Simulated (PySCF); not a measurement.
C2H7BO2Si, SMILES OB(/C=C/[SiH3])O. Geometry optimised at PBE0-D3(BJ)/def2-SVP. The structure was generated by enumeration; whether it is a known compound was not checked. One conformer was computed; it need not be the lowest.

Computed equilibrium geometry at PBE0-D3(BJ)/def2-SVP (PySCF confirms it by a frequency run) as bond lengths and angles (one conformer of several):
Atoms: Si1 C2 C3 B4 O5 O6 H7 H8 H9 H10 H11 H12 H13. Bonded distances (Å): Si1–C2 1.872, Si1–H7 1.496, Si1–H8 1.493, Si1–H9 1.496, C2–C3 1.345, C2–H10 1.103, C3–B4 1.573, C3–H11 1.099, B4–O5 1.364, B4–O6 1.358, O5–H12 0.962, O6–H13 0.964. Angles (°): C2–Si1–H7 110.6, C2–Si1–H8 109.2, C2–Si1–H9 110.6, H7–Si1–H8 109.5, H7–Si1–H9 107.4, H8–Si1–H9 109.5, Si1–C2–C3 124.8, Si1–C2–H10 116.6, C3–C2–H10 118.6, C2–C3–B4 124.8, C2–C3–H11 118.2, B4–C3–H11 117.0, C3–B4–O5 123.6, C3–B4–O6 117.8, O5–B4–O6 118.5, B4–O5–H12 113.2, B4–O6–H13 111.5.
Charge 0, spin multiplicity 1.
